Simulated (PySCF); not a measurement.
## Deuteron quadrupole couplings in `FC(F)OC1CCC1`

Compound: C₅H₈F₂O.
Z-matrix (Å and degrees, GFN2-xTB geometry), rows numbered from 1:
```
F 
C   1  1.3400
F   2  1.3651  1  105.69
O   2  1.3402  1  108.86  3  -120.81
C   4  1.4242  2  115.31  1  -166.15
C   5  1.5321  4  112.56  2   177.02
C   6  1.5377  5   89.46  4   130.13
C   7  1.5373  6   89.48  5   -11.11
H   2  1.1100  1  108.69  3   113.75
H   5  1.0973  4  109.06  2    49.06
H   6  1.0866  5  115.93  4  -110.09
H   6  1.0862  5  110.64  4    15.47
H   7  1.0874  6  112.83  5   103.62
H   7  1.0866  6  115.77  5  -129.66
H   8  1.0873  5  115.92  4   113.99
H   8  1.0869  5  111.43  4   -11.82
```

Level: PBE0/pcSseg-1 (PySCF, non-relativistic); Q(2H) = 0.00286 b; rigid geometry, the same for H and D, with no vibrational averaging.

Task: Rank these positions by the coupling χzz of a deuteron there, largest first.
A. H11 (methylene hydrogen)
B. H9 (methine hydrogen)
C. H10 (methine hydrogen)

Result: A (212 kHz), C (192 kHz), B (168 kHz).

Task: What are Vzz, η and χzz (234.96 MHz × Q × Vzz) at all hydrogens?

Result: 
```
atom  bonded to  bond length (Å)  Vzz (au)     η  χzz (kHz)
  H9         C2            1.110    0.2504  0.02        168
 H10         C5            1.097    0.2857  0.11        192
 H11         C6            1.087    0.3161  0.01        212
 H12         C6            1.086    0.3135  0.01        211
 H13         C7            1.087    0.3140  0.01        211
 H14         C7            1.087    0.3160  0.00        212
 H15         C8            1.087    0.3152  0.01        212
 H16         C8            1.087    0.3114  0.01        209
```

Geometry: GFN2-xTB, one conformer, isolated molecule. GFN2-xTB bond lengths can be off by several hundredths of an ångström, more for odd bonds, and the gradients follow them. With so small a basis the couplings can be 20 % off.
